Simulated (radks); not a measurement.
All-electron atom: the holmium ion Ho3+ in [Xe] 4f8 6s2 (not the ground configuration).

Calculated with a radial shooting solver on a logarithmic mesh with Libxc functionals: scalar-relativistic Kohn-Sham, PBEsol, spin-polarised, spherical densities, finite nucleus; open shells are filled with parallel spins first (spin-orbit coupling, left out, can overturn this in heavy ions); Fermi nuclear charge, rms radius 5.2022 fm.

Energy parts (hartree):
total: -12608.2541
kinetic: 13632.9828
electron-nucleus: -30772.4460
Hartree: 4795.2674
exchange-correlation: -264.0583

Orbitals (lengths in bohr, moments of r in powers of bohr; r(max) is where P^2 peaks):
| orbital | occ. | eigenvalue (hartree) | <r^2> | <1/r> | <r> | r(max) |
|---|---|---|---|---|---|---|
| 1s up | 1 | -2040.355 | 0.0005886 | 76.01 | 0.02075 | 0.01312 |
| 1s down | 1 | -2040.355 | 0.0005886 | 76.01 | 0.02075 | 0.01312 |
| 2s up | 1 | -343.0873 | 0.009177 | 17.68 | 0.08813 | 0.07465 |
| 2s down | 1 | -343.0838 | 0.009176 | 17.68 | 0.08813 | 0.07465 |
| 2p up | 3 | -304.2559 | 0.007445 | 16.38 | 0.07809 | 0.06062 |
| 2p down | 3 | -304.2534 | 0.007445 | 16.38 | 0.07809 | 0.06062 |
| 3s up | 1 | -78.41281 | 0.06050 | 6.508 | 0.2301 | 0.2114 |
| 3s down | 1 | -78.30480 | 0.06040 | 6.515 | 0.2299 | 0.2113 |
| 3p up | 3 | -66.54405 | 0.06083 | 6.091 | 0.2291 | 0.2079 |
| 3p down | 3 | -66.43645 | 0.06071 | 6.098 | 0.2289 | 0.2078 |
| 3d up | 5 | -51.44791 | 0.05084 | 5.776 | 0.2081 | 0.1697 |
| 3d down | 5 | -51.36518 | 0.05070 | 5.782 | 0.2078 | 0.1696 |
| 4s up | 1 | -17.28598 | 0.3014 | 2.763 | 0.5168 | 0.4831 |
| 4s down | 1 | -17.06350 | 0.3017 | 2.761 | 0.5170 | 0.4831 |
| 4p up | 3 | -13.35665 | 0.3398 | 2.536 | 0.5467 | 0.5044 |
| 4p down | 3 | -13.13822 | 0.3404 | 2.533 | 0.5472 | 0.5043 |
| 4d up | 5 | -8.04329 | 0.4006 | 2.251 | 0.5882 | 0.5204 |
| 4d down | 5 | -7.82977 | 0.4028 | 2.246 | 0.5896 | 0.5205 |
| 5s up | 1 | -3.53585 | 1.604 | 1.116 | 1.197 | 1.094 |
| 5s down | 1 | -3.44064 | 1.643 | 1.099 | 1.211 | 1.104 |
| 5p up | 3 | -2.50442 | 2.091 | 0.9647 | 1.363 | 1.221 |
| 5p down | 3 | -2.43454 | 2.153 | 0.9472 | 1.383 | 1.235 |
| 4f up | 7 | -2.19470 | 0.6237 | 1.776 | 0.7087 | 0.5075 |
| 4f down | 1 | -1.99643 | 0.6595 | 1.751 | 0.7252 | 0.5098 |
| 6s up | 1 | -1.04143 | 8.413 | 0.4660 | 2.752 | 2.560 |
| 6s down | 1 | -1.02841 | 8.589 | 0.4613 | 2.780 | 2.590 |

The highest occupied level is 6s down at -27.984 eV. The spin density at the nucleus is 2.91 e/bohr^3 (1s 0.02, 2s -1.60, 3s -20.35, 4s 5.48, 5s 17.41, 6s 1.95).
